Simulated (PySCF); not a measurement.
**Cr²⁺: excitation energy**

Cr²⁺ [Ar] 3d4 (5D) → Cr²⁺ [Ar] 3d3 4s1 (5F), as a difference of total energies. Calculation: PySCF 2.14, in def2-QZVPPD (11s6p5d3f2g, 93 functions); no relativity, point nucleus. Correlated levels: valence: [Ar] frozen. The calculations carry no spin-orbit coupling.

```tsv
method	excitation energy (eV)
UHF	5.937
MP2 (valence)	6.355
SCS-MP2 (valence)	6.076
CCSD (valence)	6.366
CCSD(T) (valence)	6.372
```

Q: How much does correlation contribute at CCSD(T) (valence)?

A: 6.372 − (5.937) = 0.435 eV, measured against UHF.
